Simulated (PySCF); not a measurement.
# NaTe and its ions

r²SCAN0; PySCF, scalar-relativistic core potentials, basis sets Na aug-cc-pVDZ, Te aug-cc-pVDZ-PP with ECP28. Neutral (UKS): doublet (π ↑), Re = 2.817 Å, ωe = 233 cm⁻¹, De = 2.16 eV, HOMO -4.81 eV, LUMO -2.55 eV.

NaTe⁻ (UKS): singlet (closed shell), Re = 2.717 Å, ωe = 255 cm⁻¹, De = 1.37 eV to Na + Te⁻. The energies at the minima are -430.37496 hartree for NaTe and -430.42041 for NaTe⁻.

Q: Work out the adiabatic electron affinity, without and with harmonic zero-point energies (1 hartree = 27.2114 eV, 1 eV = 8065.5 cm⁻¹), and the change of the bond length.

A: At r²SCAN0: 0.04545 hartree = 1.237 eV between the minima; the zero-point term (233.0 − 255.0)/2 cm⁻¹ = -0.001 eV makes it 1.235 eV. Re changes by -10.0 pm against the neutral. The electron enters a π orbital; in so polar a molecule the change of length follows mostly from the change of the ionic charges.

Spin–orbit coupling is left out, which matters for elements this heavy, above all for dissociation energies. For an ion De counts to the pair picked by the measured ionisation energies or electron affinities, which need not be the lowest pair at this level. States were picked by a PBE0 search and need not be the measured ground states.
